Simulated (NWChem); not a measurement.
System: C₂H₄BClO₂; SMILES ClBOC(C)=O

```xyz
10

B      0.9303    -0.9906    -0.4239
Cl    -0.3112    -1.9651     0.3357
H      1.8821    -1.5240    -0.9272
O      0.8972     0.3652    -0.4111
C     -0.1643     1.1999    -0.1403
C      0.2697     2.3758     0.6744
O     -1.2563     0.9884    -0.5647
H     -0.5679     3.0705     0.7994
H      1.1171     2.8770     0.1847
H      0.6233     2.0309     1.6581
```
Atoms are numbered in this order, from 1.

Level: PBE0/def2-SVP (NWChem), optimised geometry, unscaled harmonic frequencies. 

| frequency (cm⁻¹) | IR intensity (km/mol) |
|---|---|
| 41 | 2.8 |
| 120 | 0.5 |
| 129 | 0.2 |
| 182 | 0.9 |
| 367 | 6.3 |
| 449 | 7.9 |
| 591 | 11.4 |
| 666 | 7.5 |
| 764 | 40.0 |
| 831 | 33.8 |
| 861 | 66.7 |
| 1003 | 17.3 |
| 1053 | 9.1 |
| 1114 | 67.4 |
| 1241 | 243.2 |
| 1328 | 731.4 |
| 1383 | 126.4 |
| 1433 | 12.9 |
| 1444 | 10.4 |
| 1933 | 252.1 |
| 2692 | 126.2 |
| 3078 | 0.1 |
| 3170 | 0.1 |
| 3221 | 1.0 |

```json
{
 "zero_point_energy": "41.6 kcal/mol",
 "thermal correction to the enthalpy at 298.15 K (with zero-point energy)": "46.5 kcal/mol",
 "heat capacity Cv": "22.0 cal/(mol K)",
 "entropy at 298.15 K and 1 atm (symmetry number 1)": "84.5 cal/(mol K)",
 "dipole_moment": "2.69 D"
}
```

Rigid rotor and harmonic oscillator; modes under 100 cm⁻¹ make the entropy uncertain.
